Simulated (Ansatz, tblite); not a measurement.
Forces on the cluster Ni₃H₄ at its r2SCAN-D4/def2-SVP geometry. Total charge 0; singlet.

The xTB rows come from tblite. HSE06 is defined as in plane-wave codes, on full-range PBE exchange. The restricted singlet is unstable towards broken spin symmetry at other levels; at HSE06-D4/def2-TZVP this wasn't settled. The structure comes from a short search, and lower isomers may exist.

GFN1-xTB (tblite), largest force 0.80 eV/Å:

```xyz
7
positions Å, forces eV/Å
Ni    0.021    0.630    1.076   -0.106    0.076   -0.252
Ni    0.031   -1.400   -0.005   -0.166    0.675    0.001
Ni   -0.019    0.637   -1.071   -0.097    0.072    0.256
H     0.001    1.935    0.006   -0.106    0.179    0.000
H     1.010   -0.148   -0.016    0.637   -0.394   -0.009
H    -0.546   -0.823   -1.416   -0.094   -0.300   -0.734
H    -0.499   -0.832    1.427   -0.070   -0.308    0.738
```

GFN2-xTB (tblite), largest force 2.19 eV/Å:

```
Ni -0.008 1.195 1.840
Ni 0.214 -2.175 -0.014
Ni -0.074 1.201 -1.820
H 0.145 0.794 -0.007
H -0.318 -0.341 0.005
H 0.004 -0.331 -0.904
H 0.036 -0.343 0.901
```

HSE06-D4/def2-TZVP (Ansatz), largest force 1.52 eV/Å:

```
Ni -0.370 0.542 1.138
Ni 0.174 -1.512 -0.008
Ni -0.406 0.548 -1.118
H 0.263 0.233 -0.003
H -0.214 -0.331 0.002
H 0.273 0.259 -0.047
H 0.280 0.262 0.036
```
